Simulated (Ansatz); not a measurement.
Cartesian coordinates in Å:
```
C 2.535 -0.490 -0.488
O 1.153 -0.408 -0.745
Si 0.018 -0.238 0.423
O -1.375 -0.004 -0.405
C -2.596 0.350 0.201
H 3.061 -0.406 -1.441
H 2.876 0.320 0.167
H 2.800 -1.448 -0.028
H 0.324 0.979 1.262
H -2.479 1.196 0.888
H -3.027 -0.492 0.753
H -3.292 0.640 -0.588
```

The species carries charge 0 and has multiplicity 2.

List the PBE0/def2-TZVPP orbital energies in eV (Ansatz). (Best estimate.)

The calculation gave: α occupied: -1803.34, -522.81, -522.81, -279.52, -279.52, -145.51, -100.24, -100.16, -100.14, -28.83, -28.38, -19.71, -19.07, -15.24, -13.66, -13.12, -12.98, -12.76, -12.28, -11.44, -9.57, -9.20, -8.80, -8.46, -5.55. α empty: 0.47, 1.18, 1.70, 2.44, 2.80, 3.23, 3.30, 3.45. β occupied: -1803.26, -522.74, -522.74, -279.52, -279.52, -145.40, -100.10, -100.09, -99.99, -28.68, -28.23, -19.67, -19.03, -15.03, -13.57, -13.05, -12.84, -12.69, -12.25, -11.07, -9.19, -9.10, -8.63, -8.23. β empty: -1.75, 0.81, 1.55, 1.76, 2.58, 3.07, 3.30, 3.43. ⟨S²⟩ = 0.752.
